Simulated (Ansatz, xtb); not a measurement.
## Cl2GaH6NSi2: where a starting geometry ends

The starting geometry of this gas-phase singlet was built from a drawn formula by distance geometry; its bonds are those of `[SiH3][Ga]([Cl])[NH][SiH2]Cl`.

```json
{"atom": "Cl", "x (Å)": "0.0723", "y (Å)": "1.9298", "z (Å)": "2.0198"}
{"atom": "Cl", "x (Å)": "2.1624", "y (Å)": "1.8892", "z (Å)": "-0.9016"}
{"atom": "Ga", "x (Å)": "-2.0168", "y (Å)": "1.5453", "z (Å)": "0.7961"}
{"atom": "N", "x (Å)": "-1.0763", "y (Å)": "2.3393", "z (Å)": "-0.9694"}
{"atom": "Si", "x (Å)": "-2.3242", "y (Å)": "-0.7621", "z (Å)": "-0.1356"}
{"atom": "Si", "x (Å)": "0.2388", "y (Å)": "1.1335", "z (Å)": "-1.2751"}
{"atom": "H", "x (Å)": "-3.4400", "y (Å)": "-1.2275", "z (Å)": "0.6651"}
{"atom": "H", "x (Å)": "-1.1819", "y (Å)": "-1.6122", "z (Å)": "-0.1662"}
{"atom": "H", "x (Å)": "-2.8533", "y (Å)": "-0.5481", "z (Å)": "-1.4836"}
{"atom": "H", "x (Å)": "-1.8097", "y (Å)": "2.2909", "z (Å)": "-1.5955"}
{"atom": "H", "x (Å)": "0.1086", "y (Å)": "0.5684", "z (Å)": "-2.6306"}
{"atom": "H", "x (Å)": "0.0958", "y (Å)": "-0.0187", "z (Å)": "-0.3258"}
```

**Question.** Predict what becomes of its bonds when it is optimised with r2SCAN-D4/def2-SVP.

**Answer.** It keeps its bonds, and is `[SiH3][Ga]([Cl])[NH][SiH2]Cl`. Distances that change by over a tenth: Cl1–Ga3 (2.45 → 2.16 Å), Ga3–N4 (2.15 → 1.83 Å).

The energy falls by 3.13 eV over 35 steps:

| step | E − E(last) (eV) |
| --- | --- |
| 1 | 3.130 |
| 5 | 0.737 |
| 9 | 0.387 |
| 12 | 0.309 |
| 16 | 0.119 |
| 20 | 0.020 |
| 24 | 0.001 |
| 27 | 0.001 |
| 31 | 0.000 |
| 35 | 0.000 |

Final geometry (Å):

```
atom    x (Å)    y (Å)    z (Å)
  Cl   0.1140   0.3424   1.8465
  Cl   0.9067   3.7984  -0.9375
  Ga  -1.2235   0.2458   0.1514
   N  -0.4537   0.9656  -1.3500
  Si  -3.3847  -0.7404   0.3423
  Si   1.0585   1.7968  -1.5012
   H  -4.1603  -0.0296   1.4015
   H  -3.2395  -2.1772   0.7228
   H  -4.1214  -0.6483  -0.9544
   H  -1.0609   1.0150  -2.1679
   H   1.4656   1.7879  -2.9324
   H   2.0748   1.1713  -0.6235
```

From the same start GFN2-xTB ends elsewhere, differing in Cl2–Ga3 (2.40 against 4.28 Å here).

The end wasn't checked by frequencies. Run with Ansatz 0.2.0, 3.5 min on 2 threads of Arm Neoverse V1, on a shared host.
